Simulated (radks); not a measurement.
Values are calculated unless marked as measured or tabulated.
Q: Ar I, 18 electrons, occupied as [Ar]. Level of theory: scalar-relativistic Kohn-Sham, Wu-Cohen GGA, spin-polarised, spherical densities, finite nucleus; Fermi nuclear charge, rms radius 3.4274 fm (a radial shooting solver on a logarithmic mesh with Libxc functionals). Some entries of the table are withheld. Estimate them.

orbital  occ.  eigenvalue (eV)  <r^2> (bohr^2)  r(max) (bohr)
1s          2              (1)        0.009899        0.05609
2s          2        -296.6516          0.2040            (2)
2p          6        -229.8881          0.1766         0.2807
3s          2         -24.2182             (3)          1.174
3p          6         -10.2457           3.334            (4)

A: 
(1) 1s eigenvalue (eV): -3118.782
(2) 2s r(max) (bohr): 0.3388
(3) 3s <r^2> (bohr^2): 2.305
(4) 3p r(max) (bohr): 1.290
